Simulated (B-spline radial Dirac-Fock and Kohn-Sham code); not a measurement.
# K-line shifts caused by a second vacancy in Zn⁴⁺

System: zinc as Zn⁴⁺ in the configuration [Ar] 3d8.

Calculated with an atomic code on a B-spline grid, using Dirac-Fock (average of configuration) total-energy differences with a finite nucleus, the Breit interaction including its frequency dependence, and self-energy and vacuum-polarisation corrections. Each two-hole energy is an average over J within one jj subconfiguration, not an observable level; in light atoms, where LS coupling holds, the j-resolved values are not observed lines, and for a K spectator the Kα1 hypersatellite is nearly forbidden. No correlation.

Lines without a spectator: Kα2 (K-L2) 8613.8 eV, Kα1 (K-L3) 8637.2 eV, Kβ3 (K-M2) 9572.3 eV, Kβ1 (K-M3) 9575.5 eV. Shifts in eV with one spectator hole (a dash: not computed, or left out as unreliable):

| spectator hole | Kα2 | Kα1 | Kβ3 | Kβ1 |
| --- | --- | --- | --- | --- |
| L2 (2p1/2) | +30.7 | +37.6 | – | +83.9 |
| L3 (2p3/2) | +34.3 | +33.1 | +80.4 | – |
| M2 (3p1/2) | – | +3.07 | +7.09 | +9.03 |
| M3 (3p3/2) | +2.74 | – | +8.45 | +7.96 |

Q: Where does the K-L3 hypersatellite lie, emitted when both K electrons are missing?

A: +322.3 eV from the normal line, at 8959.5 eV. Removing both K electrons costs 19917.7 eV, which is 435.6 eV more than twice the K binding energy. In light atoms the observed hypersatellite is the ¹S₀ → ¹P₁ component, which lies below this average, and the triplet component is nearly forbidden.

With n spectator holes in 2p, averaged over the 2p shell (energies in eV):

| n | KαLⁿ | step | hypersatellite KαʰLⁿ |
| --- | --- | --- | --- |
| 0 | 8629.4 | – | 8950.5 |
| 1 | 8663.8 | +34.5 | 8986.2 |
| 2 | 8699.4 | +35.6 | 9023.0 |
| 3 | 8736.1 | +36.7 | 9060.9 |
| 4 | 8773.9 | +37.8 | 9100.0 |
| 5 | 8812.9 | +39.0 | 9140.2 |

Run: 25 s of CPU time on 1 thread of Intel(R) Xeon(R) Platinum 8488C (shared host), peak memory 0.46 GiB.
